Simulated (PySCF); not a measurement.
# C₆ coefficients of unlike pairs at PBE

Calculated with PySCF 2.14 from the dipole response of each species, C₆(A,B) = (3/π) ∫ α_A(iu) α_B(iu) du, in atomic units, from isotropic polarisabilities. For ions this is the dispersion term alone; charge-induced terms of lower order in 1/R come first.

```
species           configuration                                                                 basis      relativity  α (bohr³)  C₆ (like pair)
     As  [Ar] 3d10 4s2 4p3 (4S)                             aug-cc-pVQZ-PP with ECP10MDF (7s6p5d3f2g)  core potential      33.87           289.3
    Ta⁺  [Xe] 4f14 5d3 6s1 (5F)  def2-QZVPPD with the def2 core potential (60 electrons) (7s6p4d3f2g)  core potential      40.90           352.6
   Se³⁺  [Ar] 3d10 4s2 4p1 (2P)                                           aug-cc-pVQZ-DK (8s7p5d3f2g)   spin-free X2C      6.450           22.19
    Ni⁺           [Ar] 3d9 (2D)                                               dyall-av2z (16s12p7d2f)            none      8.282           26.40
```

Estimate C₆ for Ni⁺ with Se³⁺.

The integral gives 23.90. The combination rule 2 C_A C_B / (C_A α_B/α_A + C_B α_A/α_B) gives 23.88 and the geometric mean 24.20.

No spin-orbit coupling is included.

The other pairs:

| pair | C₆ |
| --- | --- |
| Ni⁺, As | 82.78 |
| Ta⁺, As | 318.3 |
| Se³⁺, Ta⁺ | 83.10 |
| Ni⁺, Ta⁺ | 91.67 |
| Se³⁺, As | 75.90 |
